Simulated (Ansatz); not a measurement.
A nudged elastic band was laid between two geometries of AlH₆NOSi (10 atoms, charge 0, multiplicity 1).

Method: RKS B3LYP-D4/def2-SVP in Ansatz.

```
movable images  : 6
climbing image  : no
spring          : 5.0 eV/Å²
optimiser       : quadratic models (default)
start path      : through a guess of the saddle point
force threshold : 0.05 eV/Å
iteration limit : 60
end points      : relaxed
```

First end point:

```xyz
10
Properties=species:S:1:pos:R:3
Al -0.529 0.373 0.223
Si 1.562 -0.895 0.074
N -1.532 0.597 -1.218
H -1.311 0.252 -2.146
O -1.140 1.071 1.657
H 1.355 -2.344 0.390
H 2.147 -0.827 -1.303
H 2.602 -0.389 1.026
H -2.419 1.092 -1.231
H -0.736 1.069 2.528
```

Last end point:

```xyz
10
Properties=species:S:1:pos:R:3
Al -1.239 0.688 0.002
Si 1.567 -0.900 -0.182
N -2.489 1.343 -0.874
H 0.324 -0.282 -0.828
O -0.473 0.361 1.492
H 1.144 -2.003 0.713
H 2.340 -1.429 -1.340
H 2.326 0.170 0.508
H -2.731 1.415 -1.856
H -0.769 0.636 2.365
```

(1) What changes between the two ends?

(2) What energy profile does the band end with?

(3) What is the geometry of the highest image?

Results:

(1) Bonds broken: Al1–Si2, N3–H4. Bonds formed: Si2–H4. AlH6NOSi becomes AlH2NO + H4Si.

(2) The run converged. The highest image is number 4 of 0 to 7, 306.5 kJ/mol above the first end and 28.6 kJ/mol above the last; the last end lies 277.9 kJ/mol above the first. Neighbouring images differ by up to 2.4 eV, so the band resolves the path poorly. No image climbed, so the highest image needn't sit at the top of the path. The orbitals stay closed-shell, which can raise the energy where a bond breaks towards radicals; this wasn't checked here.

```
image  path coordinate (Å)  energy (kJ/mol)  Al1–Si2 (Å)  N3–H4 (Å)  Si2–H4 (Å)
    0                 0.00              0.0         2.45       1.02        3.81
    1                 0.75             12.0         2.43       1.02        3.25
    2                 1.51             69.9         2.47       1.03        2.65
    3                 2.26            301.4         2.78       1.35        2.01
    4                 3.02            306.5         3.18       2.06        1.52
    5                 3.78            289.3         3.24       2.43        1.50
    6                 4.53            284.4         3.24       2.87        1.52
    7                 5.29            277.9         3.23       3.25        1.53
```

(3) 
```xyz
10
Properties=species:S:1:pos:R:3
Al -1.315 0.804 0.273
Si 1.338 -0.867 -0.265
N -1.683 0.698 -1.355
H 0.042 -0.271 -0.794
O -0.951 0.836 1.909
H 1.065 -2.222 0.286
H 2.230 -0.936 -1.452
H 1.968 -0.018 0.786
H -2.446 1.030 -1.937
H -0.247 0.945 2.549
```

Time of the run: 7.7 min on 2 threads of Arm Neoverse V1 (shared host), peak memory 0.19 GiB.
